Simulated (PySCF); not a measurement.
Si(H)2(Cl)2 cation (Cl2H2Si), SMILES Cl[SiH2]Cl (connectivity only; charge and spin as stated), charge +1, multiplicity 2. Atoms are numbered in the order given.

```xyz
5

Si     0.0000     0.0000    -0.6688
Cl     1.7277     0.0000     0.3679
Cl    -1.7277     0.0000     0.3679
H      0.0000    -1.2166    -1.5727
H      0.0000     1.2166    -1.5727
```
Charge +1, spin multiplicity 2.

Coordinates come from a B3LYP-D3(BJ)/def2-TZVP optimisation. The geometry has at least one imaginary mode, so it is a saddle point at that level. The multiplicity is an assumed one; other spin states were not compared. The isomer is the one that the SMILES or the coordinates give; other isomers of the formula were not compared.

All values below come from PySCF with M06-2X/def2-TZVPD.

Mulliken values depend strongly on the basis, most of all with diffuse functions as here. ESP charges are fitted to the potential on shells at 1.4 to 2.0 van der Waals radii. Atomic charges (e):

```tsv
atom	meta-Löwdin	ESP fit	Mulliken spin
Si1	0.79	-0.15	0.07
Cl2	0.02	0.30	0.27
Cl3	0.02	0.30	0.27
H4	0.09	0.27	0.20
H5	0.09	0.27	0.20
```
